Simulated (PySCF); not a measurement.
**(Cl2In-mu-Br)2 in a uniform electric field**

(Cl2In-mu-Br)2.
Structure used (PBE0-D3(BJ)/def2-SVP), in Å, numbered top down from 1:
```xyz
8
Br2Cl4In2 angstrom
In    -0.6910   -0.5732    1.5808
Cl    -1.4840   -2.7501    1.6633
Cl    -0.7164    1.0027    3.2794
Br     1.7596   -0.5913    0.5590
In     0.7260    0.5516   -1.6011
Cl     0.7502   -1.0237   -3.3007
Cl     1.5186    2.7285   -1.6848
Br    -1.7248    0.5699   -0.5795
```

Level: PBE0/def2-SVPD (PySCF); nuclei fixed, core orbitals frozen in the response. Permanent dipole (0.002, -0.001, 0.005) D (1 au = 2.5417 D). Static polarisability (au):

```
x   152.12  10.36 -13.48
y    10.36 170.54  -2.32
z   -13.48  -2.32 182.18
```

Only the terms in μ and α are kept: μ(F) = μ + αF and ΔE = −μ·F − ½ F·αF.

**Question.** A field of 0.008 au (0.411 V/Å) is applied along each axis in both senses. Find the induced dipole, the size of the total dipole and the two energy terms.

**Answer.** 
```csv
field along,induced x (D),induced y (D),induced z (D),total size (D),−μ·F (kJ/mol),−½F·αF (kJ/mol)
+x,3.093,0.211,-0.274,3.114,-0.017,-12.781
−x,-3.093,-0.211,0.274,3.111,+0.017,-12.781
+y,0.211,3.468,-0.047,3.474,+0.008,-14.328
−y,-0.211,-3.468,0.047,3.475,-0.008,-14.328
+z,-0.274,-0.047,3.704,3.720,-0.041,-15.306
−z,0.274,0.047,-3.704,3.710,+0.041,-15.306
```

**Question.** For the field (-0.0016, -0.0064, 0.0016) au, what is the induced dipole, and what angle does it make with the field?

**Answer.** αF = (-0.842, -2.826, 0.833) D, at 3.3° to the field. The polarisability along this direction, F·αF/F², is 177.30 au, against a mean of 168.28 au.

**Question.** Induction energy −ᾱe²/2R⁴ of a unit charge at 6 Å, the molecule taken as a point?

**Answer.** R = 11.34 bohr, so the energy is −168.3/(2 × 11.34⁴) Eh = -13.4 kJ/mol.

Geometry: PBE0-D3(BJ)/def2-SVP, one conformer, isolated molecule. Atoms past krypton carry effective core potentials; spin–orbit coupling is left out. The calculation is non-relativistic apart from the core potentials, for bromine too.
